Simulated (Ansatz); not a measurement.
Harmonic frequencies (cm⁻¹) at PBE0-D4/def2-TZVP from Ansatz: 47, 136, 148, 287, 422, 431, 541, 641, 654, 683, 744, 831, 934, 940, 957, 1000, 1164, 1192, 1276, 1448, 1736, 2206, 2212, 2220, 3193, 3844, 3865.

Each molecule was computed in one conformer, which needn't be the lowest.

(1) Which molecule is it?
A. `C[SiH2]C(=O)O`
B. `OC(O)=C[SiH3]`
C. `OC1CO[SiH2]1`
D. `O=CC(O)[SiH3]`

Answers

(1) B.
